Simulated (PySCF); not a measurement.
## A small calculation by hand: chemical shift, span and skew from a shielding tensor

C3H5BO2, SMILES C=C1OCB1O. Atoms are numbered in the order given.

```xyz
11

C     -1.0236    -1.8351     0.0000
C     -0.2224    -0.7649     0.0000
O      1.1620    -0.7935     0.0000
C      1.3670     0.6425     0.0000
B     -0.2224     0.7985     0.0000
O     -1.1545     1.7582     0.0000
H     -2.1049    -1.6922     0.0000
H     -0.6241    -2.8529     0.0000
H      1.9258     0.9642     0.8959
H      1.9258     0.9642    -0.8959
H     -0.7966     2.6523     0.0000
```

Geometry: PBE0-D3(BJ)/def2-SVP. This is a generated structure with no PubChem entry under its InChIKey; it may be hypothetical. The values are those of a single conformer.

GIAO shieldings from B3LYP/pcSseg-1 (PySCF), non-relativistic, no solvent. The symmetric part of the tensor of C1 has the principal values -13.4, 99.0, 157.3 ppm. The same nucleus in TMS has σ = 181.3 ppm at this level (PySCF, at its B3LYP-D3(BJ)/def2-TZVP geometry).

Task: Work out the isotropic shielding, the ¹³C shift against TMS, the span and the skew.

Result: 
σ(iso) = (σ11 + σ22 + σ33)/3 = 81.0 ppm. δ = σ(ref) − σ(iso) = 181.3 − (81.0) = 100.3 ppm.
Span Ω = σ33 − σ11 = 170.7 ppm. Skew κ = 3(σ(iso) − σ22)/Ω = -0.32. Tumbling in solution averages the tensor to δ; in a static solid the shielding alone would spread this spin-1/2 line over Ω.
